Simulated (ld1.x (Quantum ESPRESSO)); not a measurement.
## Which change was made? (Nd, RRKJ)

- Element: Nd (Z = 60)
- Generator: ld1.x (Quantum ESPRESSO) 7.5
- Type: norm-conserving RRKJ (Kleinman–Bylander form)
- Functional: PBE
- Relativity: scalar-relativistic
- Frozen core: [Kr] 4d10
- Valence charge: 14
- Reference configuration: 4f4 5s2 5p6 5d0.5 6s1.5 6p0
- Partial waves: 5p (bound): rc 2.80 bohr; 5d (bound): rc 2.35 bohr; 4f (bound): rc 1.00 bohr; 5s (bound): rc 1.60 bohr
- Local potential: the s channel
- Core correction: none

Occupied shells without a wave of their own: 6s. They enter only through the test configuration that unscreens the potential.

Cutoffs, loose and tight: the cutoffs (Ry, on a coarse ladder) from which the occupation-weighted sum of valence levels, in a spherical-Bessel basis at the reference potential, stays within 10 and 1 mRy of its value at 400 Ry. They do not see the model core or the augmentation charge, which bear on the density cutoff. Test errors are all-electron minus pseudo excitation energies from the reference, over the configurations 4f4 5s2 5p6 5d0 6s2 6p0; 4f4 5s2 5p6 5d0 6s1 6p0; 4f4 5s2 5p6 5d0 6s0 6p0; 4f4 5s2 5p5 5d0 6s2 6p0; 4f4 5s2 5p6 5d0 6s1.5 6p0; 4f4 5s2 5p6 5d1 6s1 6p0; 4f4 5s2 5p6 5d1 6s0 6p0; variants that change the core or the reference have their own tests.

The base gives: outcome: generated; cutoff, loose: 200 Ry; cutoff, tight: 300 Ry; bound ghosts: none; largest test error (meV): -151.

Question: After one change the result is: outcome: generated; cutoff, loose: 230 Ry; cutoff, tight: 300 Ry; bound ghosts: p; largest test error (meV): -438. Which change was it?
A. wave 5s (bound): rc 1.60 bohr becomes 5s (bound): rc 2.08 bohr
B. wave 5s (bound): rc 1.60 bohr becomes 5s (bound): rc 1.38 bohr
C. wave 5s (bound): rc 1.60 bohr becomes 5s (bound): rc 1.90 bohr
D. wave 5s (bound): rc 1.60 bohr becomes 5s (bound): rc 2.30 bohr
E. wave 5s (bound): rc 1.60 bohr becomes 5s (bound): rc 1.12 bohr

Answer: E. The others give: wave 5s (bound): rc 1.60 bohr becomes 5s (bound): rc 1.90 bohr → outcome: generated, misses its reference levels by 0.15 eV; cutoff, loose: 200 Ry; cutoff, tight: 300 Ry; bound ghosts: none; largest test error (meV): -467 | wave 5s (bound): rc 1.60 bohr becomes 5s (bound): rc 2.30 bohr → outcome: generated, misses its reference levels by 0.66 eV; cutoff, loose: 200 Ry; cutoff, tight: 300 Ry; bound ghosts: none; largest test error (meV): no test is counted, since the test run did not reproduce the reference configuration | wave 5s (bound): rc 1.60 bohr becomes 5s (bound): rc 2.08 bohr → outcome: generated, misses its reference levels by 0.33 eV; cutoff, loose: 200 Ry; cutoff, tight: 300 Ry; bound ghosts: none; largest test error (meV): -1001 | wave 5s (bound): rc 1.60 bohr becomes 5s (bound): rc 1.38 bohr → outcome: generated; cutoff, loose: 200 Ry; cutoff, tight: 300 Ry; bound ghosts: none; largest test error (meV): -100.
